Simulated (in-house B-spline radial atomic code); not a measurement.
## BLYP excitations of Os8+

Method: BLYP. Computed with an all-electron radial atomic-structure program (B-spline basis): linear response of the closed shell [Xe] 4f14 with the functional's adiabatic kernel; scalar-relativistic (spin-free one-electron X2C), finite nucleus, no spin-orbit coupling, no double excitations, S, P, D and F terms only; shells from n = 3 respond. Only terms of natural parity with L up to 3 were computed.

Spin-orbit coupling is strong here, so these LS terms don't match observed levels.

Command:
```bash
python run_td.py task.json out
```
Settings (radii: box in bohr, nucleus in fm):
```
Z                        76
electrons                68
configuration            [Xe] 4f14
hamiltonian              x2c
method                   b88,lyp
box_radius               11.59
rms_radius               5.4126
intervals                68
```

Cost of the run: 5.2 s on 1 thread of Intel(R) Xeon(R) Platinum 8375C CPU @ 2.90GHz (Ice Lake), with other jobs on the host.

The lowest states, in the order of their Tamm-Dancoff energies; the method's threshold (minus the highest occupied level) is 162.22 eV. Labels give the largest channel, * marks a mixed state, and oscillator strengths are full-response dipole values. Semilocal kernels can invert the small singlet-triplet splittings of Rydberg terms. Energies in eV:

| state | full response | Tamm-Dancoff | oscillator strength |
| --- | --- | --- | --- |
| 5p → 5d 3P | 50.84 | 50.92 | - |
| 5p → 5d 3F | 51.38 | 51.46 | - |
| 5p → 5d 1F | ? | ? | - |
| 4f → 5d 3P | ? | ? | - |
| 4f → 5d 3F | 59.92 | 59.93 | - |

**Question.** Where does 5p → 5d 1F lie?

**Answer.** At 54.28 eV in full response, 54.32 eV in Tamm-Dancoff.

**Question.** Where does 4f → 5d 3P lie?

**Answer.** At 59.62 eV in full response, 59.64 eV in Tamm-Dancoff.

**Question.** How large is the singlet-triplet splitting of 5p → 5d (F terms) in Tamm-Dancoff?

**Answer.** 2.87 eV, from the unrounded values.

**Question.** What polarisabilities and dispersion coefficient does the method give?

**Answer.** Dipole 1.421 bohr³, quadrupole 1.491 bohr⁵, C6 4.523 hartree·bohr⁶ for two such species.
